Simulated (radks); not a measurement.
Results of a calculation; reference values are marked as such.
These are the eigenvalues of the occupied orbitals of an atom or ion with whole-number occupations (hartree). Code: a radial shooting solver on a logarithmic mesh with Libxc functionals. Model: Dirac Kohn-Sham, BP86, spin-unpolarised, spherical densities, finite nucleus; Fermi nuclear charge, rms radius of each element as measured or else 0.836 A^(1/3) + 0.57 fm.

| orbital | eigenvalue |
|---|---|
| 1s1/2 | -692.1739 |
| 2s1/2 | -97.80042 |
| 2p1/2 | -89.84967 |
| 2p3/2 | -86.32826 |
| 3s1/2 | -17.27923 |
| 3p1/2 | -14.28630 |
| 3p3/2 | -13.71572 |
| 3d3/2 | -8.43160 |
| 3d5/2 | -8.32535 |
| 4s1/2 | -3.27024 |
| 4p1/2 | -2.43210 |
| 4p3/2 | -2.35128 |
| 4d3/2 | -1.13154 |
| 4d5/2 | -1.12290 |

Which element is it, and in what charge state? The configuration may be excited. Open shells, if any, are shared by 2j + 1.

Answer. Z = 41, niobium, charge +3: Nb3+ in [Kr] 4d2. The list shows which subshells hold electrons but not how many an open one holds; the 1s level, -692.17 hartree, gives Z - s = 37.2 by -(Z - s)^2/2, which with screening and relativity narrows Z to a few neighbours, and the depths of the outer levels then fix element, charge and occupations together.
